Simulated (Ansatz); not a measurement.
Relaxation of ClF₅HW (8 atoms, charge 0, multiplicity 2), to a largest force component of 0.03 eV/Å in at most 50 steps.

Theory: UKS PBE/def2-SVP in Ansatz.

```xyz
8
Properties=species:S:1:pos:R:3
W 0.000 0.032 0.043
Cl 0.000 -1.017 2.179
F 1.831 0.216 -0.154
F 0.000 1.536 1.170
F -1.831 0.216 -0.154
H 0.000 -1.678 -0.055
F 0.000 -0.116 -1.821
F 0.000 0.941 4.022
```

**Question.** Where does it end, and by what steps?

**Answer.** The forces met the threshold. After 6 steps the energy has fallen by 0.237 eV; F8 moved furthest, 0.36 Å.

| step | energy less start (eV) | largest force component (eV/Å) | accepted |
| --- | --- | --- | --- |
| 0 | 0.0000 | 0.523 | yes |
| 1 | -0.1494 | 0.373 | yes |
| 2 | -0.2236 | 0.276 | yes |
| 3 | -0.2140 | 0.329 | no |
| 4 | -0.2360 | 0.065 | yes |
| 5 | -0.2363 | 0.206 | yes |
| 6 | -0.2373 | 0.019 | yes |

```xyz
8
Properties=species:S:1:pos:R:3
W 0.000 0.070 0.066
Cl 0.000 -0.836 2.240
F 1.840 0.194 -0.119
F 0.000 1.655 1.077
F -1.840 0.194 -0.119
H 0.000 -1.646 0.059
F 0.000 -0.141 -1.790
F 0.000 0.640 3.816
```

Whether the end is a true minimum wasn't checked by a vibrational analysis.

Run time: 70 s on 4 threads of Arm Neoverse V1, on a shared host, peak memory 0.36 GiB.
